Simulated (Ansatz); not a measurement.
H4S4Ti (`[SH][Ti]([SH])([SH])[SH]`), one more setting.

```yaml
crystal:
  periodic: [false, false, false]
  atoms:
    - {symbol: S, position_ang: [0.237333, 1.442830, -1.514562]}
    - {symbol: Ti, position_ang: [0.151517, 0.055868, 0.287474]}
    - {symbol: S, position_ang: [2.285785, -0.411486, 0.891488]}
    - {symbol: S, position_ang: [-1.048905, -1.806249, -0.231619]}
    - {symbol: S, position_ang: [-0.828085, 1.013960, 2.093225]}
    - {symbol: H, position_ang: [-1.081986, 1.246678, -1.722385]}
    - {symbol: H, position_ang: [2.239469, -1.607602, 0.272082]}
    - {symbol: H, position_ang: [-0.397771, -1.891863, -1.411018]}
    - {symbol: H, position_ang: [-1.468856, 1.911465, 1.318317]}
basis:
  gaussian: {orbitals: STO-3G, final_grid: {core_spheres: 8, valence_spheres: 7, degree: 23}}
hamiltonian: {xc: {name: B97}}
output: {forces: true}
```

```sh
$ ansatz run in.yaml --threads 2 --pin off --events-out ev --progress --plain --max-ram 22528MiB --backend cpu
```

Shortened log:

```
Functional definition: B97
696 factors; integrals over basis functions are off by at most 8.0e-5 eV
mean field evaluation 1: about -65800.7073 eV, gradient 2.5e1 eV
mean field evaluation 2: about -65774.1489 eV, gradient 1.1e2 eV
mean field evaluation 4: about -65803.0181 eV, gradient 1.6e0 eV
mean field evaluation 8: about -65803.0132 eV, gradient 2.3e-2 eV
mean field -65803.01317934 eV, -2418.2161314563 hartree, gradient 2.8e-5 eV, S^2 0.000000; 0 other end points of the search recorded, 0 dependent functions left out
reference -65803.01318859 eV, -2418.2161317965 hartree; 45, 45 occupied and 13, 13 virtual orbitals, 696 factors
Total energy: -65803.01318859 eV, -2418.2161317965 hartree
Atom 0 at     0.237333     1.442830    -1.514562 Å, force     0.374675    -0.609042     0.922211 eV/Å
Atom 1 at     0.151517     0.055868     0.287474 Å, force     0.057489     0.021705     0.128546 eV/Å
Atom 2 at     2.285785    -0.411486     0.891488 Å, force    -0.896539     0.579672    -0.014320 eV/Å
Atom 3 at    -1.048905    -1.806249    -0.231619 Å, force     0.364389     0.923421     0.610944 eV/Å
Atom 4 at    -0.828085     1.013960     2.093225 Å, force     0.659349    -0.674672    -0.495792 eV/Å
Atom 5 at    -1.081986     1.246678    -1.722385 Å, force    -0.520690     0.024381    -0.173294 eV/Å
Atom 6 at     2.239469    -1.607602     0.272082 Å, force     0.074423    -0.485519    -0.248231 eV/Å
Atom 7 at    -0.397771    -1.891863    -1.411018 Å, force     0.202955    -0.159371    -0.485192 eV/Å
Atom 8 at    -1.468856     1.911465     1.318317 Å, force    -0.316049     0.379425    -0.244871 eV/Å
Dipole moment:    -0.132247    -0.056891    -0.273039 e Å
```

It took 2 s on 2 threads of an AMD EPYC 7R13 on a shared host, with 0.18 GiB of host memory at the peak.
